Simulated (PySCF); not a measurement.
C6H13N3Si.
Cartesian coordinates in Å at the GFN2-xTB level; atoms count from 1:
```xyz
23
C6H13N3Si angstrom
C      2.310   -0.957    0.927
C      1.974    0.270    0.167
N      2.881    1.164   -0.197
N      2.196    2.081   -0.850
N      0.907    1.854   -0.940
C      0.710    0.705   -0.304
Si    -1.004   -0.057   -0.132
C     -0.949   -1.865   -0.742
C     -2.222    0.960   -1.182
C     -1.515   -0.012    1.708
H      1.651   -1.060    1.786
H      3.342   -0.909    1.263
H      2.186   -1.835    0.294
H      2.635    2.898   -1.246
H     -0.324   -2.487   -0.108
H     -1.943   -2.301   -0.746
H     -0.559   -1.930   -1.753
H     -3.230    0.563   -1.111
H     -2.246    1.995   -0.856
H     -1.934    0.956   -2.228
H     -0.838   -0.589    2.331
H     -1.523    1.005    2.088
H     -2.511   -0.421    1.843
```

ESP-fitted charges (e) from the PBE0/pcSseg-1 density (PySCF), one withheld:

```csv
atom,bonded to,charge
C1,C2 H11 H12 H13,-0.5511
C2,C1 N3 C6,+0.5570
N3,C2 N4,-0.6492
N4,N3 N5 H14,+0.4095
N5,N4 C6,-0.5692
C6,N5 Si7 C2,-0.1448
Si7,C6 C8 C9 C10,+1.0861
C8,Si7 H15 H16 H17,-0.8606
C9,Si7 H18 H19 H20,-0.6994
C10,Si7 H21 H22 H23,?
H11,C1,+0.1238
H12,C1,+0.1836
H13,C1,+0.1381
H14,N4,+0.2358
H15,C8,+0.1875
H16,C8,+0.1965
H17,C8,+0.1798
H18,C9,+0.1459
H19,C9,+0.1596
H20,C9,+0.1605
H21,C10,+0.1787
H22,C10,+0.1828
H23,C10,+0.1896
```

Problem. What is the charge on C10?

Solution. The charges add up to the total charge, 0. The others sum to +0.8405, which leaves -0.8405 e for C10 (Si-methyl carbon); the computed value is -0.8404, the difference coming from rounding.

Problem. Add each hydrogen's charge to the atom that carries it.

Solution. C1 -0.1056, N4 +0.6453, C8 -0.2968, C9 -0.2334, C10 -0.2893. Atoms without hydrogen keep their charges.

Problem. Across which bond do the charges differ most?

Solution. Si7–C8: +1.0861 on Si7 against -0.8606 on C8, a difference of 1.9467 e. The lower charge is on the more electronegative element of the two (Pauling values: C 2.55, Si 1.90).

Problem. Take the bonds between elements whose Pauling electronegativities differ by more than 0.25. In how many does the more electronegative atom carry the lower charge?

Solution. In 18 of 19; it doesn't in N4–H14.

Problem. How much positive and how much negative charge does this set hold in all?

Solution. +4.3148 e on 16 atoms and -4.3147 e on 7.

The ESP scheme is a least-squares fit of atom-centred charges to the potential on four shells outside the van der Waals surface, with the total charge fixed. Isolated species at its GFN2-xTB geometry, gas phase.

The run behind these numbers computed NMR shieldings as well. On one thread of an Arm Neoverse N1 (shared host), this took 1.7 min.
